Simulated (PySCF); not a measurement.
**Frontier orbitals and the lowest excitations**

Species: C₅H₇NO.
Geometry (GFN2-xTB, Å), atoms numbered from 1 in this order:
```
atom  x, y, z in Å
C1    -1.128    1.795    1.461
C2    -0.865    0.658    0.808
C3    -1.791   -0.421    0.900
N4    -2.543   -1.282    0.982
O5     0.258    0.509    0.063
C6     0.449   -0.735   -0.593
C7     1.760   -0.658   -1.356
H8    -0.447    2.625    1.409
H9    -2.022    1.898    2.046
H10   -0.386   -0.930   -1.280
H11    0.481   -1.548    0.146
H12    1.939   -1.596   -1.872
H13    1.718    0.149   -2.083
H14    2.579   -0.465   -0.668
```

Theory: TDDFT PBE0/def2-SVPD, vertical, gas phase, core orbitals frozen in the response (PySCF 2.14.0, density-fitted response routines).

Frontier orbitals with the atoms that hold most of them (Löwdin shares over 4%, at most four atoms; ? is withheld):

```tsv
orbital	ε (eV)	atoms
LUMO+2	0.64	C7 19%, C6 17%, C3 8%, H12 8%
LUMO+1	0.28	N4 36%, C3 31%, C2 9%, O5 8%
LUMO	-1.34	?
HOMO	?	?
HOMO-1	-9.77	O5 19%, N4 17%, C6 15%, C3 13%
HOMO-2	-10.09	N4 37%, C3 28%, C6 8%, C7 6%
HOMO-3	-10.22	O5 32%, N4 25%, C3 15%, C6 10%
```

(1) Give the leading atoms of the LUMO.

(2) Which atoms hold the HOMO, and with what shares?

(3) What is the HOMO energy, and the HOMO–LUMO gap?

## Answers

(1) C1 (bonded to C and 2 H) 28%; C2 (bonded to 2 C and O) 22%; N4 (bonded to C) 19%; C3 (bonded to C and N) 15%. By element: carbon 65% or more, nitrogen 19%.

(2) C1 (bonded to C and 2 H) 31%; O5 (bonded to 2 C) 26%; C2 (bonded to 2 C and O) 18%; N4 (bonded to C) 8%. By element: carbon 49% or more, oxygen 26%, nitrogen 8%.

(3) ε(HOMO) = -7.30 eV; the gap is 5.97 eV (0.2194 hartree).

The HOMO–LUMO gap is 5.97 eV. Where does the response calculation put the lowest singlet, and from which orbitals?

S1 is at 5.56 eV (f = 0.261), 0.41 eV below the gap, made of HOMO→LUMO (95%). 

One configuration dominates each of S1, S2, S4 and S5. Which, and how do the shares of the two leading atoms of either orbital change from the occupied to the empty one?

- S1 (5.56 eV, f 0.261), HOMO→LUMO (95%): C1 31% → 28%, O5 26% → at most 15%, C2 18% → 22%
- S2 (5.98 eV, f 0.0001), HOMO→LUMO+1 (98%): C1 31% → at most 8%, O5 26% → 8%, N4 8% → 36%, C3 at most 8% → 31%
- S4 (6.88 eV, f 0.0017), HOMO-2→LUMO (72%): N4 37% → 19%, C3 28% → 15%, C1 at most 7% → 28%, C2 at most 7% → 22%
- S5 (7.23 eV, f 0.054), HOMO-1→LUMO (82%): O5 19% → at most 15%, N4 17% → 19%, C1 at most 13% → 28%, C2 at most 13% → 22%

One conformer stands for the species.
